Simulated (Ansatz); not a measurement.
Two isomers of C2H6NOSb: A = `C/C(O)=[N]\[SbH2]`, B = `[CH3][Sb]1[NH]C[O]1`.

Gas-phase electronic energies from Ansatz, PBE0-D4/def2-TZVP geometries. CCSD(T)/CBS adds triple-zeta CCSD(T) − MP2 to the extrapolated MP2 energy (def2 sets, frozen cores). DFT in def2-TZVPP. B3LYP here is the variant with VWN-RPA as its local correlation; programs differ in this. Elements past krypton have def2 core potentials. For Sb outer-core shells are correlated without core-valence functions, which leaves a few kJ/mol of doubt a bond. One conformer a species, not always the lowest.

Question: Which is lower in electronic energy at CCSD(T)/CBS, and by how much? (Estimate.)

Answer: Ansatz gave: B, by 12.6 kJ/mol.

Question: Give E(B) − E(A) in kJ/mol with CCSD(T)/def2-TZVPP, r2SCAN-D4, MP2/def2-TZVPP, PBE0-D4, B2PLYP, CCSD/def2-TZVPP, B3LYP. (An estimate is asked.)

Answer: Computed: CCSD(T)/def2-TZVPP 1.8, r2SCAN-D4 9.2, MP2/def2-TZVPP -8.6, PBE0-D4 5.3, B2PLYP 6.0, CCSD/def2-TZVPP 2.2, B3LYP 14.5. The order is the other way round with CCSD(T)/def2-TZVPP, r2SCAN-D4, PBE0-D4, B2PLYP, CCSD/def2-TZVPP, B3LYP.

Largest T1 diagnostic: 0.015.

In def2-TZVPP, CCSD(T) changes the Hartree–Fock value by −22.8 kJ/mol (the triples alone add −0.4 kJ/mol) and MP2 by −33.2 kJ/mol. From PBE to PBE0 (25 % exact exchange), in def2-TZVPP and without D4, E(B) − E(A) moves by −3.9 kJ/mol.
